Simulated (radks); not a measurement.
Question: These are the eigenvalues of the occupied orbitals of an atom or ion with whole-number occupations (eV). Method: scalar-relativistic Kohn-Sham, PBEsol, spin-polarised, spherical densities, finite nucleus; Fermi nuclear charge, rms radius of each element as measured or else 0.836 A^(1/3) + 0.57 fm; computed with a radial shooting solver on a logarithmic mesh with Libxc functionals.

1s up: -44427.68
1s down: -44402.18
2s up: -10179.11
2s down: -10139.56
2p up: -9589.517
2p down: -9541.760

Which element is it, and in what charge state? The configuration may be excited. Open shells, if any, are filled with parallel spins first.

Answer: Z = 58, cerium, charge +50: Ce50+ in [He] 2s2 2p4. The list shows which subshells hold electrons but not how many an open one holds; the 1s level, -1632.7 hartree, gives Z - s = 57.1 by -(Z - s)^2/2, which with screening and relativity narrows Z to a few neighbours, and the depths of the outer levels then fix element, charge and occupations together.
